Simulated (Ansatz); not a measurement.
Ansatz (a first-principles code) input file for C3Si, SMILES [si-2]1[c+]2[c+]1[C]2 (connectivity only; charge and spin as stated), neutral, multiplicity 1, PBE0/def2-SVPD. Geometry optimised at r2SCAN-D4/def2-TZVP.

Ansatz 0.2 input:
```yaml
crystal:
  periodic: [false, false, false]
  atoms:
    - {symbol: Si, position_ang: [0.00000000, 0.00000000, -1.17904317]}
    - {symbol: C, position_ang: [0.00000000, -0.73622330, 0.50651320]}
    - {symbol: C, position_ang: [0.00000000, 0.73622330, 0.50651320]}
    - {symbol: C, position_ang: [0.00000000, 0.00000000, 1.73807431]}
basis:
  gaussian:
    orbitals: def2-SVPD
hamiltonian:
  xc: {name: PBE0}
```

Program output:

```
WARN ansatz: RAYON_NUM_THREADS=1 ignored (pool sized by the plan → 1); use --threads N
Functional definition: PBE0
integrals: 0.02 GiB planned
752 factors; their error is unknown
mean field: 0.22 GiB planned
mean field evaluation 1: about -10965.4858 eV, gradient 3.5e1 eV
mean field evaluation 2: about -10931.8942 eV, gradient 9.2e1 eV
mean field evaluation 4: about -10969.3366 eV, gradient 6.8e0 eV
mean field evaluation 8: about -10969.5198 eV, gradient 1.9e-1 eV
mean field evaluation 16: about -10969.5199 eV, gradient 4.3e-5 eV
mean field -10969.51986751 eV, -403.1224197234 hartree, gradient 4.3e-5 eV, S^2 0.000000; 0 other end points of the search recorded, 0 dependent functions left out
reference -10969.51989530 eV, -403.1224207446 hartree; 16, 16 occupied and 68, 68 virtual orbitals, 752 factors
Total energy: -10969.51989530 eV, -403.1224207446 hartree
```

The calculation finished and met its thresholds.

Cost: very roughly 1.0 core-seconds.
